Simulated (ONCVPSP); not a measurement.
# Hg (Z = 80): one change to an ONCV potential, before and after

Hg (Z = 80), optimised norm-conserving Vanderbilt (ONCV), made with ONCVPSP 4.0.1 (PBE, non-relativistic). Core [Xe], reference 4f14 5d10 6s1.75 6p0.25. Waves: 6s: rc 2.70 bohr, ncon 4, nbas 9, qcut 2.4 1/bohr, 3 projectors, debl 3.4 Ha; 6p: rc 3.75 bohr, ncon 4, nbas 8, qcut 2.6 1/bohr, 1 projector; 5d: rc 1.50 bohr, ncon 4, nbas 7, qcut 7 1/bohr, 1 projector; 4f: rc 0.55 bohr, ncon 4, nbas 9, qcut 31.5 1/bohr, 2 projectors, debl 4 Ha. Local part: polynomial inside 0.45 bohr (lpopt 1, dvloc0 2 Ha). Core correction: Teter function fitted to the true core (icmod 2), fcfact 0.45.

In the f channel the program set the typed energies aside and used -4.111, 0.250 Ha.

Change: p: rc 4.86.

Cutoffs: the cutoffs (Ha) at which the residual kinetic energy of the hardest occupied pseudo-wave falls to 1 and 0.1 mHa per electron; they do not see the model core or the augmentation charge, which bear on the density cutoff. Errors are all-electron minus pseudo energies relative to the spin-unpolarised reference configuration.

Q: What does the change do?

A: The potential gets neither clearly harder nor softer (423 Ha and 461 Ha → 423 Ha and 461 Ha); both files keep a bound ghost (d, p, s); of the 3 tests that both files solve, the error grows in 2 and shrinks in 0 by more than 15 % and 0.3 meV (median size 1.9 → 4.7 meV).

```csv
quantity,base,changed
"cutoff, loose",423 Ha,423 Ha
"cutoff, tight",461 Ha,461 Ha
loose cutoff by channel,"s 4.7 Ha, p 1.0 Ha, d 21 Ha, f 423 Ha","s 4.7 Ha, p 1.0 Ha, d 21 Ha, f 423 Ha"
bound ghosts,"s, p, d","s, p, d"
GHOST(+) flags under 300 eV,s at 229.6 eV,s at 229.6 eV
tests with a reliable result,3 of 4,3 of 4
"error for 4f14 5d10 6s2 6p0, meV [ΔE -1.00 eV]",+0.1,+0.5
"error for 4f14 5d10 6s1 6p0, meV [ΔE 7.67 eV]",-1.9,-4.7
"error for 4f14 5d9 6s2 6p0, meV [ΔE 16.86 eV]",-51,-58
s: phases at 2.75 bohr within 0.05 rad from the reference energy up to (Ha; the scan ends near 5),n/a,n/a
d: phases at 1.52 bohr within 0.05 rad from the reference energy up to (Ha; the scan ends near 5),to the end of the scan,to the end of the scan
f: phases at 0.56 bohr within 0.05 rad from the reference energy up to (Ha; the scan ends near 5),to the end of the scan,to the end of the scan
"rms error of d²Exc/dni dnj with the model core, mHa",6.88,6.88
```

 A true bound ghost makes a file unfit for plane-wave use even where its test errors are small: the radial tests pick states by their node count and pass the ghost by.
